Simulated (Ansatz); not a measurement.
Gas-phase electronic energies from Ansatz, PBE0-D4/def2-TZVP geometries. CCSD(T)/CBS adds triple-zeta CCSD(T) − MP2 to the extrapolated MP2 energy (def2 sets, frozen cores). DFT in def2-TZVPP. HSE06 is defined as in plane-wave codes. Elements past krypton have def2 core potentials. For Sn outer-core shells are correlated without core-valence functions, which leaves a few kJ/mol of doubt a bond. One conformer a species, not always the lowest.

Reaction (formal exchange of groups at a C–O bond): `C#COC(=O)OC` + `[CH3][SnH2][Cl]` → `C#[C][SnH]([CH3])[Cl]` + `COC(=O)O`

(1) Is it downhill or uphill in electronic energy at CCSD(T)/CBS, and by how much? (An estimate is asked.)

(2) What do these levels give: PBE-D4, r2SCAN-D4, HSE06-D4, BHLYP-D4, CAM-B3LYP-D4, ωB97X-V, ωB97M-V, B2PLYP, PBE, CCSD(T)/def2-SVP, MP2/def2-QZVPP, SCS-MP2/def2-QZVPP? (Best estimate.)

Largest T1 diagnostic among the species: 0.014.

## Answers

(1) The calculation gave: Downhill: ΔE = -151.9 kJ/mol.

(2) The calculation gave: PBE-D4 -122.7, r2SCAN-D4 -131.8, HSE06-D4 -129.9, BHLYP-D4 -137.8, CAM-B3LYP-D4 -129.3, ωB97X-V -134.8, ωB97M-V -138.4, B2PLYP -139.4, PBE -121.9, CCSD(T)/def2-SVP -129.0, MP2/def2-QZVPP -157.6, SCS-MP2/def2-QZVPP -154.7 kJ/mol.

At CCSD(T), def2-SVP lies +22.9 kJ/mol from the extrapolated value and def2-TZVPP +2.2 kJ/mol. Leaving LDA and LC-ωPBE aside and taking each functional with its dispersion term where it has one, the values, not all of them listed here, spread over 19.9 kJ/mol, from PBE-QIDH to PBE-D4. LDA lies +15.5 kJ/mol from PBE without D4. In def2-TZVPP, CCSD(T) changes the Hartree–Fock value by −5.6 kJ/mol (the triples alone add −0.4 kJ/mol) and MP2 by −12.3 kJ/mol.
